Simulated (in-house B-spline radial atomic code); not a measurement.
Settings and results of a run for Si8+. Computed with an all-electron radial atomic-structure program (B-spline basis): scalar-relativistic (X2C) wB97X, spin-polarised, spherical fractional occupations, Fermi nucleus of rms radius 3.1224 fm.

Command:
```bash
python run_scf.py task.json out
```
Settings (nuclear radius in fm, mass in u):
```
Z                14
configuration    [He] 2s2 2p2
hamiltonian      x2c
method           wb97x
spin_polarised   True
nucleus          fermi
rms_radius       3.1224
atomic_mass      27.97693
speed_of_light   137.035999084
```

Output (hartree, bohr):
```
 radial grid: 63 intervals, B-splines of order 8, outer radius 4.5977 bohr

 iter        energy (Eh)    residual
    1        -250.118894    6.00e-01
    2        -252.112635    7.20e-02
    3        -252.125883    3.35e-02
    4        -252.128654    1.57e-02
    5        -252.129385    1.00e-03
    6        -252.129391    7.70e-05
    7        -252.129391    3.56e-06
    8        -252.129391    3.47e-07
    9        -252.129391    2.82e-07
   10        -252.129391    1.36e-07

 total energy                      -252.12939
 kinetic                             253.3586
 electron-nucleus                   -544.8813
 Hartree                              53.5215
 exact exchange                       -2.8732
 exchange-correlation                -11.2549

 orbital      occ     eigenvalue          <r>       <r^2>       <1/r>     <1/r^3>       r_max
 1s up      1.000       -76.8708     0.110712   0.0164971     13.7282           -     0.07237
 1s down    1.000       -76.6962     0.110283   0.0163542      13.765           -      0.0723
 2s up      1.000       -13.6474     0.499945    0.293173     2.95328           -      0.4225
 2s down    1.000       -13.2245     0.507384    0.302033      2.8909           -      0.4265
 2p up      2.000       -12.1540     0.445362    0.241211     2.85586     67.3817      0.3477
```

Run time, properties included: 0.3 s on 1 thread of Arm Neoverse V1, on a shared host.

Caution: exact exchange at fractional occupations of open shells leaves self-interaction of up to several eV.
